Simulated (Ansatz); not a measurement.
A search over several starts for the lowest SCF solution of the cluster AgGe₂ at the given spin, in a small basis.

```yaml
crystal:
  periodic: [false, false, false]
  atoms:
    - {symbol: Ag, position_ang: [-1.330709, -0.540956, 0.119878]}
    - {symbol: Ge, position_ang: [0.158844, 1.423723, -0.477854]}
    - {symbol: Ge, position_ang: [1.171863, -0.882767, 0.357977]}
basis:
  gaussian: {orbitals: def2-SVP, initial_orbitals: start.molden}
magnetization: {spin_polarized: true, initial_magnetization: 3}
hamiltonian: {xc: pbe0, dispersion: d4}
output: {orbitals: {seedname: orbitals}}
```

The file start.molden holds the orbitals of an earlier run on this structure, at another level or in another basis.

```sh
$ ansatz run in.yaml --threads 4 --pin off --events-out ev --progress --plain --max-ram 3916MiB
```

It prints (some lines left out):

```
Functional definition: PBE0
957 factors; integrals over basis functions are off by at most 4.6e-4 eV
mean field evaluation 1: about -117004.9515 eV, gradient 7.2e0 eV
mean field evaluation 2: about -117005.1244 eV, gradient 2.7e-1 eV
mean field evaluation 4: about -117005.1684 eV, gradient 7.6e-3 eV
mean field evaluation 8: about -117005.1715 eV, gradient 7.5e-2 eV
mean field evaluation 16: about -117005.1724 eV, gradient 1.7e-5 eV
mean field evaluation 32: about -117005.1684 eV, gradient 1.4e-2 eV
mean field evaluation 64: about -117005.0977 eV, gradient 8.3e-3 eV
mean field -117005.17242884 eV, -4299.8607778054 hartree, gradient 2.7e-6 eV, S^2 3.766774; 12 other end points of the search recorded, 0 dependent functions left out
reference -117005.17245677 eV, -4299.8607788320 hartree; 43, 40 occupied and 52, 55 virtual orbitals, 957 factors
Total energy: -117005.28292880 eV, -4299.8648386042 hartree
```

Hardware: 4 threads of Arm Neoverse V2 on a shared host. Wall time 12 s.

In the def2 sets Ag takes a core potential; there is no spin–orbit coupling. At PBE0-D4/def2-TZVP a doublet of charge 0 lies 1.24 eV below the quartet, each at its own geometry. The structure comes from a short search, and lower isomers may exist.
